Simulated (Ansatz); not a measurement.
Ag2H was relaxed with r2SCAN-D4 (def2-TZVP) in Ansatz in these states: charge +1 singlet, neutral doublet, neutral quartet. The geometries follow in no particular order.

In the def2 sets Ag takes a core potential; there is no spin–orbit coupling.

A:

Cartesian coordinates in Å:
```
Ag 1.431 -0.199 -0.442
Ag -1.506 -0.124 0.000
H 0.075 0.323 0.443
```

B:

```xyz
3

Ag   -1.137   -0.841   -0.547
Ag    0.538    1.352    0.423
H     0.599   -0.512    0.123
```

C:

```xyz
3

Ag   -0.622    1.258    0.147
Ag   -0.014   -1.409    0.073
H     0.636    0.151   -0.220
```

Task: Judge from the bond lengths which geometry belongs to which state (an estimate).

Result: A is the neutral doublet (Ag1–Ag2 2.971 Å, Ag1–H3 1.701 Å, Ag2–H3 1.702 Å); B is the neutral quartet (Ag1–Ag2 2.925 Å, Ag1–H3 1.889 Å, Ag2–H3 1.889 Å); C is the charge +1 singlet (Ag1–Ag2 2.736 Å, Ag1–H3 1.715 Å, Ag2–H3 1.715 Å).

At PBE0-D4/def2-TZVP a doublet lies 3.31 eV below the neutral quartet. These are the stationary points nearest to one start from a short search; other shapes may lie lower in each state.
